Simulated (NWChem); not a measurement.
Molecule: AlBr3; SMILES [Br][Al]([Br])[Br]

This build's default masses of Se (78.918 u) and Br (79.917 u) are each other's, which moves their modes by up to 0.6 %.

Q: Give the equilibrium geometry at B3LYP/6-31G* (spherical d) (NWChem) as a list of bonds and angles, with the point group.

A: point group D3h; any orientation.
Bond lengths (Å): Al1–Br2 2.250, Al1–Br3 2.250, Al1–Br4 2.250. Bond angles (°): Br2–Al1–Br3 120.0, Br2–Al1–Br4 120.0, Br3–Al1–Br4 120.0.
